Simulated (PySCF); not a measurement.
# C₆ coefficients of unlike pairs at r2SCANh

Calculated with PySCF 2.14 from the dipole response of each species, C₆(A,B) = (3/π) ∫ α_A(iu) α_B(iu) du, in atomic units, from isotropic polarisabilities. For ions this is the dispersion term alone; charge-induced terms of lower order in 1/R come first.

| species | configuration | basis | relativity | α (bohr³) | C₆ (like pair) |
| --- | --- | --- | --- | --- | --- |
| Sb⁺ | [Kr] 4d10 5s2 5p2 (3P) | aug-cc-pwCVTZ-DK3 (10s9p7d4f1g) | spin-free X2C | 25.16 | 215.7 |
| Ne³⁺ | [He] 2s2 2p3 (4S) | aug-cc-pCVTZ-DK with one added diffuse shell each of s, p, d, f type (8s7p5d3f) | spin-free X2C | 0.7033 | 0.6278 |
| Mo³⁺ | [Kr] 4d3 (4F) | aug-cc-pVTZ-DK (9s8p6d3f2g) | spin-free X2C | 5.682 | 25.67 |

Problem. Estimate C₆ for Mo³⁺ with Ne³⁺.

Solution. The integral gives 3.893. The combination rule 2 C_A C_B / (C_A α_B/α_A + C_B α_A/α_B) gives 3.907 and the geometric mean 4.015.

No spin-orbit coupling is included.

The other pairs:

```csv
pair,C₆
"Ne³⁺, Sb⁺",9.831
"Mo³⁺, Sb⁺",69.32
```
